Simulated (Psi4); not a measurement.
Input file for Psi4: SAPT0/aug-cc-pVDZ on C2H8Se (a complex), monomers drawn apart or pushed together.

```
memory 2025 MB

molecule dimer {
0 1
C     0.48274902   -0.45229679    0.01903386
C    -0.47432861    0.71276605   -0.21509421
H     1.34259112   -0.14377591    0.61751932
H     0.86499419   -0.84923239   -0.92346482
H    -0.01280644   -1.27240232    0.54300507
H    -0.85535501    1.10884613    0.72792244
H    -1.33329469    0.40541294   -0.81471308
H     0.02019025    1.53199646   -0.74057904
--
0 1
Se   -0.01196640   -0.20363912    4.18526317
H     0.07309947   -0.38185749    5.64291315
H     0.97659377   -1.26776188    3.96080938
units angstrom
symmetry c1
no_reorient
no_com
}

set {
  basis aug-cc-pVDZ
  scf_type df
  freeze_core true
}

energy('sapt0')
```

Program output:

```
[...]
==> Input File <==

--------------------------------------------------------------------------
memory 2025 MB

molecule dimer {
0 1
C     0.48274902   -0.45229679    0.01903386
C    -0.47432861    0.71276605   -0.21509421
H     1.34259112   -0.14377591    0.61751932
H     0.86499419   -0.84923239   -0.92346482
H    -0.01280644   -1.27240232    0.54300507
H    -0.85535501    1.10884613    0.72792244
H    -1.33329469    0.40541294   -0.81471308
H     0.02019025    1.53199646   -0.74057904
--
0 1
Se   -0.01196640   -0.20363912    4.18526317
H     0.07309947   -0.38185749    5.64291315
H     0.97659377   -1.26776188    3.96080938
units angstrom
symmetry c1
no_reorient
no_com
}

set {
  basis aug-cc-pVDZ
  scf_type df
  freeze_core true
}

energy('sapt0')
--------------------------------------------------------------------------


   => Loading Basis Set <=

    Name: AUG-CC-PVDZ
    Role: ORBITAL
    Keyword: BASIS
    atoms 1-2        entry C          line   182 file aug-cc-pvdz.gbs
    atoms 3-8, 10-11 entry H          line    40 file aug-cc-pvdz.gbs
    atoms 9          entry SE         line  3217 file aug-cc-pvdz.gbs

   => Loading Basis Set <=

    Name: AUG-CC-PVDZ
    Role: ORBITAL
    Keyword: BASIS
    atoms 1-2        entry C          line   182 file aug-cc-pvdz.gbs
    atoms 3-8, 10-11 entry H          line    40 file aug-cc-pvdz.gbs
    atoms 9          entry SE         line  3217 file aug-cc-pvdz.gbs


  //>>>>>>>>>>>>>>>>>>>>>>>>>>>>>>>>>>>//
  //              Dimer HF             //
  //<<<<<<<<<<<<<<<<<<<<<<<<<<<<<<<<<<<//

   => Libint2 <=

    Primary   basis highest AM E, G, H:  7, 6, 3
    Auxiliary basis highest AM E, G, H:  7, 7, 4
    Onebody   basis highest AM E, G, H:  -, -, -
    Solid Harmonics ordering:            Gaussian


   => Loading Basis Set <=

    Name: AUG-CC-PVDZ
    Role: ORBITAL
    Keyword: BASIS
    atoms 1-2        entry C          line   182 file aug-cc-pvdz.gbs
    atoms 3-8, 10-11 entry H          line    40 file aug-cc-pvdz.gbs
    atoms 9          entry SE         line  3217 file aug-cc-pvdz.gbs


         ---------------------------------------------------------
                                   SCF
               by Justin Turney, Rob Parrish, Andy Simmonett
                          and Daniel G. A. Smith
                              RHF Reference
                        1 Threads,   1931 MiB Core
         ---------------------------------------------------------

  ==> Geometry <==

    Molecular point group: c1
    Full point group: C1

    Geometry (in Angstrom), charge = 0, multiplicity = 1:

       Center              X                  Y                   Z               Mass
    ------------   -----------------  -----------------  -----------------  -----------------
         C            0.482749020000    -0.452296790000     0.019033860000    12.000000000000
         C           -0.474328610000     0.712766050000    -0.215094210000    12.000000000000
         H            1.342591120000    -0.143775910000     0.617519320000     1.007825032230
         H            0.864994190000    -0.849232390000    -0.923464820000     1.007825032230
         H           -0.012806440000    -1.272402320000     0.543005070000     1.007825032230
         H           -0.855355010000     1.108846130000     0.727922440000     1.007825032230
         H           -1.333294690000     0.405412940000    -0.814713080000     1.007825032230
         H            0.020190250000     1.531996460000    -0.740579040000     1.007825032230
         SE          -0.011966400000    -0.203639120000     4.185263170000    79.916521800000
         H            0.073099470000    -0.381857490000     5.642913150000     1.007825032230
         H            0.976593770000    -1.267761880000     3.960809380000     1.007825032230

  Running in c1 symmetry.

  Rotational constants: A =      0.62158  B =      0.01155  C =      0.01139 [cm^-1]
  Rotational constants: A =  18634.40813  B =    346.34113  C =    341.56029 [MHz]
  Nuclear repulsion =  144.899388958235164

  Charge       = 0
  Multiplicity = 1
  Electrons    = 54
  Nalpha       = 27
  Nbeta        = 27

  ==> Algorithm <==

  SCF Algorithm Type is DF.
  DIIS enabled.
  MOM disabled.
  Fractional occupation disabled.
  Guess Type is SAD.
  Energy threshold   = 1.00e-08
  Density threshold  = 1.00e-08
  Integral threshold = 1.00e-12

  ==> Primary Basis <==

  Basis Set: AUG-CC-PVDZ
    Blend: AUG-CC-PVDZ
    Number of shells: 72
    Number of basis functions: 154
    Number of Cartesian functions: 161
    Spherical Harmonics?: true
    Max angular momentum: 2

   => Loading Basis Set <=

    Name: (AUG-CC-PVDZ AUX)
    Role: JKFIT
    Keyword: DF_BASIS_SCF
    atoms 1-2        entry C          line   154 file aug-cc-pvdz-jkfit.gbs
    atoms 3-8, 10-11 entry H          line    70 file aug-cc-pvdz-jkfit.gbs
    atoms 9          entry SE         line  1269 file aug-cc-pvdz-jkfit.gbs

  ==> Integral Setup <==

  DFHelper Memory: AOs need 0.
[...]
21   144A      3.415108
     145A      3.432762   146A      3.616870   147A      4.098251
     148A      4.819731   149A      4.972402   150A      4.976722
     151A      5.237076   152A      5.239425   153A     18.331917
     154A     18.770379

    Final Occupation by Irrep:
              A
    DOCC [    18 ]
    NA   [    18 ]
    NB   [    18 ]

  @DF-RHF Final Energy: -2400.34732754439801

   => Energetics <=

    Nuclear Repulsion Energy =             24.7248929886970252
    One-Electron Energy =               -3392.8371859701701396
    Two-Electron Energy =                 967.7649654370752614
    Total Energy =                      -2400.3473275443980128

Computation Completed


Properties will be evaluated at   0.000000,   0.000000,   0.000000 [a0]

Properties computed using the SCF density matrix


 Multipole Moments:

 ------------------------------------------------------------------------------------
     Multipole            Electronic (a.u.)      Nuclear  (a.u.)        Total (a.u.)
 ------------------------------------------------------------------------------------

 L = 1.  Multiply by 2.5417464519 to convert [e a0] to [Debye]
 Dipole X            :         -1.0422366            1.2147833            0.1725467
 Dipole Y            :         16.0016207          -16.2012824           -0.1996617
 Dipole Z            :       -286.8564410          287.0544446            0.1980036
 Magnitude           :                                                    0.3299130

 ------------------------------------------------------------------------------------

  Constructing Basis Sets for SAPT...

   => Loading Basis Set <=

    Name: (AUG-CC-PVDZ AUX)
    Role: RIFIT
    Keyword: DF_BASIS_SAPT
    atoms 1-2        entry C          line   112 file aug-cc-pvdz-ri.gbs
    atoms 3-8, 10-11 entry H          line    30 file aug-cc-pvdz-ri.gbs
    atoms 9          entry SE         line   900 file aug-cc-pvdz-ri.gbs

   => Loading Basis Set <=

    Name: (AUG-CC-PVDZ AUX)
    Role: JKFIT
    Keyword: DF_BASIS_ELST
    atoms 1-2        entry C          line   154 file aug-cc-pvdz-jkfit.gbs
    atoms 3-8, 10-11 entry H          line    70 file aug-cc-pvdz-jkfit.gbs
    atoms 9          entry SE         line  1269 file aug-cc-pvdz-jkfit.gbs


  //>>>>>>>>>>>>>>>>>>>>>>>>>>>>>>>>>>>//
  //               SAPT0               //
  //<<<<<<<<<<<<<<<<<<<<<<<<<<<<<<<<<<<//



        SAPT0
    Ed Hohenstein
     6 June 2009

      Orbital Information
  --------------------------
    NSO        =       154
    NMO        =       154
    NRI        =       458
    NRI (Elst) =       622
    NOCC A     =         9
    NOCC B     =        18
    FOCC A     =         2
    FOCC B     =         9
    NVIR A     =       145
    NVIR B     =       136

    Elst10,r            =    -0.000290560724 [Eh]
    Exch10              =     0.000470886794 [Eh]
    Exch10 (S^2)        =     0.000470780711 [Eh]

    Maxiter = 50
    CPHF R converge = 1.000000E-08

    Iter     Energy [mEh]          dE [mEh]         Residual      Time [s]
       1      -0.08028896       0.080288961     1.008329e-03             0
       2      -0.09339922       0.013110262     2.294318e-04             0
       3      -0.09343883       0.000039611     7.104406e-05             0
       4      -0.09315463      -0.000284200     1.376710e-05             1
       5      -0.09317063       0.000015994     3.247598e-06             1
       6      -0.09317894       0.000008314     5.868776e-07             1
       7      -0.09317748      -0.000001462     1.315767e-07             1
       8      -0.09317748       0.000000004     3.721769e-08             1
       9      -0.09317755       0.000000062     6.884858e-09             1

    CHF Iterations converged

    Maxiter = 50
    CPHF R converge = 1.000000E-08

    Iter     Energy [mEh]          dE [mEh]         Residual      Time [s]
       1      -0.03264777       0.032647769     5.897627e-04             0
       2      -0.03854852       0.005900746     7.502222e-05             0
       3      -0.03845990      -0.000088610     1.880341e-05             0
       4      -0.03842330      -0.000036606     4.034586e-06             0
       5      -0.03843177       0.000008470     8.333643e-07             0
       6      -0.03843128      -0.000000494     2.448717e-07             0
       7      -0.03843110      -0.000000177     5.282316e-08             0
       8      -0.03843115       0.000000049     1.337908e-08             1
       9      -0.03843115       0.000000000     4.401207e-09             1

    CHF Iterations converged

    Ind20,r (A<-B)      =    -0.000093177547 [Eh]
    Ind20,r (B<-A)      =    -0.000038431148 [Eh]
    Ind20,r             =    -0.000131608695 [Eh]
    Exch-Ind20,r (A<-B) =     0.000068734373 [Eh]
    Exch-Ind20,r (B<-A) =     0.000034414654 [Eh]
    Exch-Ind20,r        =     0.000103149027 [Eh]
    Disp20              =    -0.001527639392 [Eh]
    Disp20 (SS)         =    -0.000763819696 [Eh]
    Disp20 (OS)         =    -0.000763819696 [Eh]
    Exch-Disp20         =     0.000058208634 [Eh]
    Exch-Disp20 (SS)    =     0.000039782636 [Eh]
    Exch-Disp20 (OS)    =     0.000018425998 [Eh]

    SAPT Results
  --------------------------------------------------------------------------------------------------------
    Electrostatics                 -0.29056072 [mEh]      -0.18232961 [kcal/mol]      -0.76286708 [kJ/mol]
      Elst10,r                     -0.29056072 [mEh]      -0.18232961 [kcal/mol]      -0.76286708 [kJ/mol]

    Exchange                        0.47088679 [mEh]       0.29548592 [kcal/mol]       1.23631311 [kJ/mol]
      Exch10                        0.47088679 [mEh]       0.29548592 [kcal/mol]       1.23631311 [kJ/mol]
      Exch10(S^2)                   0.47078071 [mEh]       0.29541936 [kcal/mol]       1.23603459 [kJ/mol]

    Induction                      -0.06296424 [mEh]      -0.03951066 [kcal/mol]      -0.16531259 [kJ/mol]
      Ind20,r                      -0.13160869 [mEh]      -0.08258570 [kcal/mol]      -0.34553858 [kJ/mol]
      Exch-Ind20,r                  0.10314903 [mEh]       0.06472699 [kcal/mol]       0.27081773 [kJ/mol]
      delta HF,r (2)               -0.03450457 [mEh]      -0.02165195 [kcal/mol]      -0.09059174 [kJ/mol]

    Dispersion                     -1.46943076 [mEh]      -0.92208172 [kcal/mol]      -3.85798992 [kJ/mol]
      Disp20                       -1.52763939 [mEh]      -0.95860819 [kcal/mol]      -4.01081667 [kJ/mol]
      Exch-Disp20                   0.05820863 [mEh]       0.03652647 [kcal/mol]       0.15282675 [kJ/mol]
      Disp20 (SS)                  -0.76381970 [mEh]      -0.47930410 [kcal/mol]      -2.00540834 [kJ/mol]
      Disp20 (OS)                  -0.76381970 [mEh]      -0.47930410 [kcal/mol]      -2.00540834 [kJ/mol]
      Exch-Disp20 (SS)              0.03978264 [mEh]       0.02496398 [kcal/mol]       0.10444930 [kJ/mol]
      Exch-Disp20 (OS)              0.01842600 [mEh]       0.01156249 [kcal/mol]       0.04837745 [kJ/mol]

  Total HF                          0.11736183 [mEh]       0.07364566 [kcal/mol]       0.30813345 [kJ/mol]
  Total SAPT0                      -1.35206893 [mEh]      -0.84843606 [kcal/mol]      -3.54985648 [kJ/mol]

  Special recipe for scaled SAPT0 (see Manual):
    Electrostatics sSAPT0          -0.29056072 [mEh]      -0.18232961 [kcal/mol]      -0.76286708 [kJ/mol]
    Exchange sSAPT0                 0.47088679 [mEh]       0.29548592 [kcal/mol]       1.23631311 [kJ/mol]
    Induction sSAPT0               -0.06289449 [mEh]      -0.03946689 [kcal/mol]      -0.16512947 [kJ/mol]
    Dispersion sSAPT0              -1.46939140 [mEh]      -0.92205702 [kcal/mol]      -3.85788659 [kJ/mol]
  Total sSAPT0                     -1.35195982 [mEh]      -0.84836760 [kcal/mol]      -3.54957003 [kJ/mol]
  --------------------------------------------------------------------------------------------------------



*** Psi4 exiting successfully. Buy a developer a beer!
```

The run finished.

Cost: around 22 core-seconds (rough).
